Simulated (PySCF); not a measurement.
Isomers of C8H9BS. Method: PBE0-D3(BJ)/def2-SVP geometry optimisation, gas phase in PySCF. One conformer each; no zero-point energy, no entropy. No frequencies were run at this level. Point groups hold within 0.08 Å.

Question: Order them by energy at this level, lowest first, and give relative energies in kcal/mol.
A. `C#Cc1ccc(B(C)C)s1`
B. `[CH3:1][C:2](=[S:3])[B:4]1[CH:5]=[CH:6][CH:7]=[CH:8][CH:9]=[CH:10]1` with C1–C2–B4–C5 60°

Answer: B (0.0), A (9.0).

| SMILES | E (Eh) | E rel (kcal/mol) | dipole (D) | point group | A, B, C (MHz) |
| --- | --- | --- | --- | --- | --- |
| CC(=S)B1C=CC=CC=C1 | -732.37941 | 0.0 | 3.55 | C1 | 2190, 682.4, 588.2 |
| C#Cc1ccc(B(C)C)s1 | -732.36506 | 9.0 | 0.65 | – | 3032, 644.0, 535.0 |

Q: As an exercise, what shares would exp(−E/RT) give at 2000 K from these electronic energies alone (no entropy, no degeneracies)?

A: RT = 3.974 kcal/mol: CC(=S)B1C=CC=CC=C1 90.6 %, C#Cc1ccc(B(C)C)s1 9.4 %.
